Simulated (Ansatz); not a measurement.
Single points on the cluster Cu₃H₃.

```yaml
crystal:
  periodic: [false, false, false]
  atoms:
    - {symbol: Cu, position_ang: [0.682071, -0.113475, 0.004988]}
    - {symbol: Cu, position_ang: [2.824058, 1.057739, -0.161090]}
    - {symbol: Cu, position_ang: [-1.758315, -0.359686, 0.363711]}
    - {symbol: H, position_ang: [-3.176434, -0.226364, -0.237068]}
    - {symbol: H, position_ang: [1.780275, 0.206780, -1.109313]}
    - {symbol: H, position_ang: [-0.351654, -0.564984, 1.138772]}
basis:
  gaussian: {orbitals: def2-TZVPD, initial_orbitals: start.molden}
hamiltonian: {xc: {name: LC-wPBE, parameters: {omega: 0.3/bohr}}}
scf: {omitted_lower_state_checks: [starts]}
output: {orbitals: {seedname: orbitals}}
```

The file start.molden holds the orbitals of an earlier run on this structure, at another level or in another basis.

```sh
$ ansatz run in.yaml --threads 4 --pin off --events-out ev --progress --plain --max-ram 3916MiB
```

Shortened log:

```
Functional definition: LC-wPBE
1560 factors; their error is unknown
341 factors; integrals over basis functions are off by at most 2.8e-5 eV
mean field evaluation 1: about -133953.8485 eV, gradient 1.1e1 eV
mean field evaluation 2: about -133954.0415 eV, gradient 4.0e-1 eV
mean field evaluation 4: about -133954.0025 eV, gradient 4.9e-2 eV
mean field -133954.00249385 eV, -4922.7187943650 hartree, gradient 1.8e-5 eV, S^2 0.000000; 0 other end points of the search recorded, 0 dependent functions left out
reference -133954.00249386 eV, -4922.7187943655 hartree; 45, 45 occupied and 126, 126 virtual orbitals, 1560 factors
Total energy: -133954.00249386 eV, -4922.7187943655 hartree
Checks for a lower state left out: starts
```

Run time 2.7 s (4 threads of Arm Neoverse V2 on a shared host).

The first input with `hamiltonian: {xc: r2scan, dispersion: d4}` (abridged; 5.5 s):

```
Functional definition: r2SCAN
mean field -133970.73681519 eV, -4923.3337693314 hartree, gradient 2.0e-5 eV, S^2 0.000000
Total energy: -133970.76513054 eV, -4923.3348099012 hartree
Checks for a lower state left out: starts
```

As the first input, with `hamiltonian: {xc: {name: LC-wPBE, parameters: {omega: 0.2/bohr}}}` (abridged; 2.5 s):

```
Functional definition: LC-wPBE
mean field -133953.48796946 eV, -4922.6998859424 hartree, gradient 2.4e-5 eV, S^2 0.000000
Total energy: -133953.48796949 eV, -4922.6998859435 hartree
Checks for a lower state left out: starts
```

First input, but with `hamiltonian: {xc: pbe0, dispersion: d4}` (abridged; 3.8 s):

```
Functional definition: PBE0
mean field -133951.38623656 eV, -4922.6226486829 hartree, gradient 3.7e-5 eV, S^2 0.000000
Total energy: -133951.49497230 eV, -4922.6266446475 hartree
Checks for a lower state left out: starts
```

The first input with `hamiltonian: {xc: {name: LC-wPBE, parameters: {omega: 0.15/bohr}}}` (abridged; 2.7 s):

```
Functional definition: LC-wPBE
mean field -133953.24667226 eV, -4922.6910184340 hartree, gradient 2.5e-5 eV, S^2 0.000000
Total energy: -133953.24667232 eV, -4922.6910184361 hartree
Checks for a lower state left out: starts
```

As the first input, with `hamiltonian: {xc: pbe, dispersion: d4}` (abridged; 2.6 s):

```
Functional definition: PBE
mean field -133952.07166077 eV, -4922.6478375580 hartree, gradient 2.4e-5 eV, S^2 0.000000
Total energy: -133952.19836801 eV, -4922.6524939632 hartree
Checks for a lower state left out: starts
```

The first input with `hamiltonian: {xc: {name: LC-wPBE, parameters: {omega: 0.1/bohr}}}` (abridged; 4.1 s):

```
Functional definition: LC-wPBE
mean field -133953.04640120 eV, -4922.6836586081 hartree, gradient 2.5e-5 eV, S^2 0.000000
Total energy: -133953.04640133 eV, -4922.6836586131 hartree
Checks for a lower state left out: starts
```

Geometry: PBE0-D4/def2-SVPD, that of the charge -1 doublet.

The structure comes from a short search, and lower isomers may exist.
